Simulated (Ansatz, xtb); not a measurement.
## Relative energy of two isomers of C6H6OS

Structure a is `Cc1ccc(C=O)s1`, a singlet and structure b is `Cc1cscc1C=O`, a singlet. Both are isolated molecules in the gas phase, relaxed with B3LYP-D3(BJ)/def2-SVP; the shapes shown needn't be the lowest conformers.

a (Å):

```xyz
14

C    -3.3272   -0.3035    0.2700
C    -1.9308    0.0341    0.6902
C    -1.4392    0.1465    1.9768
C    -0.0613    0.4816    2.0185
C     0.4936    0.6238    0.7605
C     1.8711    0.9613    0.4221
O     2.3065    1.0740   -0.7039
S    -0.6918    0.3423   -0.4873
H    -3.9594   -0.4622    1.1552
H    -3.7766    0.5040   -0.3309
H    -3.3568   -1.2209   -0.3404
H    -2.0601   -0.0096    2.8603
H     0.5149    0.6166    2.9358
H     2.5231    1.1153    1.3215
```

b (Å):

| atom | x (Å) | y (Å) | z (Å) |
| --- | --- | --- | --- |
| C | -0.2876 | 1.0392 | 0.6582 |
| C | 0.6187 | 0.1791 | -0.1717 |
| C | 0.3920 | -0.1492 | -1.4839 |
| C | 2.4929 | -1.1624 | -0.6642 |
| C | 1.8496 | -0.4157 | 0.3048 |
| C | 2.4037 | -0.2759 | 1.6584 |
| O | 1.9004 | 0.3600 | 2.5598 |
| S | 1.6375 | -1.1619 | -2.1501 |
| H | -1.1578 | 1.3704 | 0.0731 |
| H | 0.2463 | 1.9239 | 1.0369 |
| H | -0.6406 | 0.4962 | 1.5479 |
| H | -0.4505 | 0.1525 | -2.1049 |
| H | 3.4305 | -1.7076 | -0.5580 |
| H | 3.3709 | -0.8221 | 1.8136 |

Task: Which of the two would you expect CCSD(T)/def2-SVP + ΔMP2/def2-TZVPP electronic energies to favour?

Result: CCSD(T)/def2-SVP + ΔMP2/def2-TZVPP gives E(b) − E(a) = +0.018 eV, slightly favouring structure a, which is too small a margin to settle the true order.

The same difference at several levels:

```tsv
level	geometry	E(b) − E(a) (eV)	departure from the last row (eV)	job, with rough time for the two
GFN2-xTB	GFN2-xTB	+0.010	−0.008	optimisation, 0.16 s
HF/STO-3G	GFN2-xTB	+0.017	−0.001	single point, 0.66 s
r2SCAN-D4/def2-SVP	GFN2-xTB	+0.074	+0.056	single point, 4.6 s
B3LYP-D3(BJ)/def2-SVP	B3LYP-D3(BJ)/def2-SVP	+0.046	+0.027	optimisation, 53 s
HF/def2-SVP	B3LYP-D3(BJ)/def2-SVP	+0.035	+0.017	part of the CCSD(T) run
MP2/def2-SVP	B3LYP-D3(BJ)/def2-SVP	+0.034	+0.015	part of the CCSD(T) run
CCSD(T)/def2-SVP	B3LYP-D3(BJ)/def2-SVP	+0.013	−0.006	single point
CCSD(T)/def2-SVP + ΔMP2/def2-TZVPP	B3LYP-D3(BJ)/def2-SVP	+0.018		single point, 1.9 min
```

As drawn, both hold the same kinds of bond in the same numbers.

The largest departure from CCSD(T)/def2-SVP + ΔMP2/def2-TZVPP is that of r2SCAN-D4/def2-SVP, 0.056 eV. The last row adds to CCSD(T) the change of the MP2 difference between the two basis sets, here +0.006 eV.

With thermal terms from frequencies at re-optimised GFN2-xTB minima (ideal gas, soft modes damped towards free rotors, one conformer each, 298.15 K, 1 atm): on the last row, ΔE + ΔZPE = +0.025, ΔH = +0.018, ΔG = +0.041 eV.

The correlated steps freeze 12 core orbitals. Codes used: Ansatz 0.2.0, xtb 6.7.1; the last row on 2 threads of Intel(R) Xeon(R) Platinum 8488C (Sapphire Rapids) on a shared host.
